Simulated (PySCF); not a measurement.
Cost of excited-state runs on `C1([SiH2]C[SiH2]P([SiH3])[SiH3])CC1`, C4H17PSi4

Molfile (atoms numbered from 1):
```
C4H17PSi4
     RDKit          3D

 26 26  0  0  0  0  0  0  0  0999 V2000
   -3.0524   -0.1946   -1.9470 Si  0  0  0  0  0  4  0  0  0  0  0  0
   -2.8957    1.2752   -0.2884 P   0  0  0  0  0  0  0  0  0  0  0  0
   -4.7184    0.8314    0.8966 Si  0  0  0  0  0  4  0  0  0  0  0  0
   -1.3081    0.3538    0.9805 Si  0  0  0  0  0  4  0  0  0  0  0  0
    0.3349    0.5002    0.0552 C   0  0  0  0  0  0  0  0  0  0  0  0
    1.8112   -0.2257    0.9974 Si  0  0  0  0  0  4  0  0  0  0  0  0
    3.3824    0.0850    0.0049 C   0  0  0  0  0  0  0  0  0  0  0  0
    4.5947   -0.7772    0.2179 C   0  0  0  0  0  0  0  0  0  0  0  0
    3.8201   -0.8939   -1.0507 C   0  0  0  0  0  0  0  0  0  0  0  0
   -1.8884    0.0032   -2.8104 H   0  0  0  0  0  0  0  0  0  0  0  0
   -4.2857    0.0941   -2.6757 H   0  0  0  0  0  0  0  0  0  0  0  0
   -3.0757   -1.5868   -1.4855 H   0  0  0  0  0  0  0  0  0  0  0  0
   -5.8613    1.1943    0.0614 H   0  0  0  0  0  0  0  0  0  0  0  0
   -4.6588    1.6630    2.0957 H   0  0  0  0  0  0  0  0  0  0  0  0
   -4.8263   -0.5781    1.2828 H   0  0  0  0  0  0  0  0  0  0  0  0
   -1.6041   -1.0523    1.2913 H   0  0  0  0  0  0  0  0  0  0  0  0
   -1.2946    1.1051    2.2379 H   0  0  0  0  0  0  0  0  0  0  0  0
    0.2458    0.0090   -0.9144 H   0  0  0  0  0  0  0  0  0  0  0  0
    0.5196    1.5531   -0.1585 H   0  0  0  0  0  0  0  0  0  0  0  0
    1.9374    0.4026    2.3177 H   0  0  0  0  0  0  0  0  0  0  0  0
    1.6243   -1.6713    1.1703 H   0  0  0  0  0  0  0  0  0  0  0  0
    3.5997    1.1233   -0.2215 H   0  0  0  0  0  0  0  0  0  0  0  0
    5.5692   -0.3125    0.1858 H   0  0  0  0  0  0  0  0  0  0  0  0
    4.5257   -1.5827    0.9328 H   0  0  0  0  0  0  0  0  0  0  0  0
    4.2580   -0.5078   -1.9598 H   0  0  0  0  0  0  0  0  0  0  0  0
    3.2254   -1.7823   -1.2030 H   0  0  0  0  0  0  0  0  0  0  0  0
  1  2  1  0
  2  3  1  0
  2  4  1  0
  4  5  1  0
  5  6  1  0
  6  7  1  0
  7  8  1  0
  8  9  1  0
  9  7  1  0
  1 10  1  0
  1 11  1  0
  1 12  1  0
  3 13  1  0
  3 14  1  0
  3 15  1  0
  4 16  1  0
  4 17  1  0
  5 18  1  0
  5 19  1  0
  6 20  1  0
  6 21  1  0
  7 22  1  0
  8 23  1  0
  8 24  1  0
  9 25  1  0
  9 26  1  0
M  END
```

PySCF with density fitting, on 1 thread of an Arm Neoverse N1, shared host. Command: `OMP_NUM_THREADS=1 python excited_run.py task.json out`

How long does this run take, and how much memory?
- magnetisability and related constants, KT3/pcSseg-1; usual settings


```tsv
run	level	basis functions	wall time	peak memory (GiB)
magnetisability and related constants	KT3/pcSseg-1	273	2.9 min	1.2
```
Times from a shared host are rough.
